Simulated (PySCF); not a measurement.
C4H7F. Atoms are numbered in the order given.

```xyz
12

C     -1.9543     0.8762    -0.4053
C     -0.7754    -0.0229    -0.7984
C     -0.1555    -0.7198     0.3784
C      1.1039    -0.5741     0.7854
F      1.9816     0.2222     0.1512
H     -2.4053     1.3483    -1.2924
H     -1.6300     1.6759     0.2792
H     -2.7439     0.3008     0.1057
H     -1.1277    -0.7825    -1.5200
H     -0.0054     0.5680    -1.3177
H     -0.7827    -1.3912     0.9741
H      1.5487    -1.0756     1.6496
```

Geometry: B3LYP-D3(BJ)/def2-SVP. Other conformers were not sampled.

Method: PBE/def2-TZVP (PySCF).

ESP charges are fitted to the potential on shells at 1.4 to 2.0 van der Waals radii. Atomic charges (e):

| atom | ESP fit | IAO |
|---|---|---|
| C1 | -0.46 | -0.42 |
| C2 | 0.40 | -0.26 |
| C3 | -0.40 | -0.20 |
| C4 | -0.06 | 0.11 |
| F5 | -0.10 | -0.26 |
| H6 | 0.09 | 0.15 |
| H7 | 0.13 | 0.15 |
| H8 | 0.11 | 0.14 |
| H9 | -0.03 | 0.15 |
| H10 | -0.01 | 0.15 |
| H11 | 0.17 | 0.16 |
| H12 | 0.16 | 0.15 |

Problem. Give the Mayer and Wiberg (Löwdin basis) orders of the bonds. (Estimate from the structure and the level; the computed values follow.)

Solution. 
| bond | Mayer | Wiberg |
|---|---|---|
| C1–C2 | 1.00 | 1.28 |
| C2–C3 | 0.99 | 1.24 |
| C3–C4 | 1.89 | 2.09 |
| C4–F5 | 1.09 | 1.76 |
| C1–H6 | 0.96 | 0.91 |
| C1–H7 | 0.97 | 0.91 |
| C1–H8 | 0.97 | 0.91 |
| C2–H9 | 0.94 | 0.83 |
| C2–H10 | 0.95 | 0.84 |
| C3–H11 | 0.92 | 0.81 |
| C4–H12 | 0.97 | 0.87 |
